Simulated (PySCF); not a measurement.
Species: pyrocatechol, C6H6O2.
SMILES with atom numbers: `[OH:1][c:2]1[cH:3][cH:4][cH:5][cH:6][c:7]1[OH:8]` (hydrogens: H9 on O1; H10 on C3; H11 on C4; H12 on C5; H13 on C6; H14 on O8)

Jobs on this species (14 atoms, 58 electrons) with PySCF (density fitting). Hardware of each: one thread, Arm Neoverse V1, shared host. Other jobs ran on the host; a repeat could differ by tens of per cent or more.

Problem. Rank these jobs by wall time, shortest first.
A. PBE0/def2-TZVP; 10 singlets by full TDDFT, 4 Tamm–Dancoff triplets, polarisability; 284 basis functions
B. wB97X-D/def2-SVPD; 10 singlets by full TDDFT, 4 Tamm–Dancoff triplets, polarisability, ΔSCF ions; 214 basis functions
C. PBE0/6-31+G*; 10 singlets by full TDDFT, 4 Tamm–Dancoff triplets, polarisability; 156 basis functions

Solution. C (24 s), A (53 s), B (1.9 min).

All jobs:

```
                level and settings                                                                           work  basis functions  SCF cycles  wall time
                     PBE0/def2-SVP             10 singlets by full TDDFT, 4 Tamm–Dancoff triplets, polarisability              142          14       19 s
                     PBE0/pcSseg-1                shieldings, ring-centre shieldings, charges and field gradients              166          14       20 s
                      PBE0/6-31+G*             10 singlets by full TDDFT, 4 Tamm–Dancoff triplets, polarisability              156          14       24 s
PBE0-D3(BJ)/def2-SVP, grid level 1                                    geometry optimisation from a GFN2-xTB start              142          35       42 s
                  PBE0/aug-cc-pVDZ             10 singlets by full TDDFT, 4 Tamm–Dancoff triplets, polarisability              238          14       44 s
                    PBE0/def2-TZVP             10 singlets by full TDDFT, 4 Tamm–Dancoff triplets, polarisability              284          14       53 s
                       B3LYP/pcJ-1        spin–spin couplings from 12 perturbed nuclei, spin–dipole term left out              276          14       54 s
                 wB97X-D/def2-SVPD  10 singlets by full TDDFT, 4 Tamm–Dancoff triplets, polarisability, ΔSCF ions              214          13    1.9 min
               CAM-B3LYP/def2-SVPD  10 singlets by full TDDFT, 4 Tamm–Dancoff triplets, polarisability, ΔSCF ions              214          13    2.0 min
```

Problem. What do all jobs in the table cost together?

Solution. About 8.2 min; the longest takes about 24 % of that, and about 6.3 times as long as the shortest.
